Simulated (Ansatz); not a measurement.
CClF, SMILES F[C]Cl (connectivity only; charge and spin as stated), neutral, multiplicity 1.

Coordinates come from a ωB97X-D3(BJ)/def2-TZVP optimisation. The isomer is the one that the SMILES or the coordinates give; other isomers of the formula were not compared.

Two levels are set side by side: PBE/def2-TZVPD (Ansatz, a program for electronic structure) and PBE0/def2-TZVPD (Ansatz). Energy differences of separate SCF runs at the same geometry; the states with an electron removed or added have multiplicity 2 and 2. Differences are taken from unrounded values.

```csv
quantity,PBE
vertical ionisation energy (eV),10.59
vertical electron affinity (eV),0.53
vertical singlet–triplet gap (eV),1.74
```

**Question.** These are the PBE values. What does PBE0 give? (The exact figures need the calculation; the answer reports its results.)

**Answer.** 
```
quantity                            PBE0  PBE minus PBE0
---------------------------------  -----  --------------
vertical ionisation energy (eV)    10.78           -0.20
vertical electron affinity (eV)     0.67           -0.14
vertical singlet–triplet gap (eV)   1.56            0.18
```
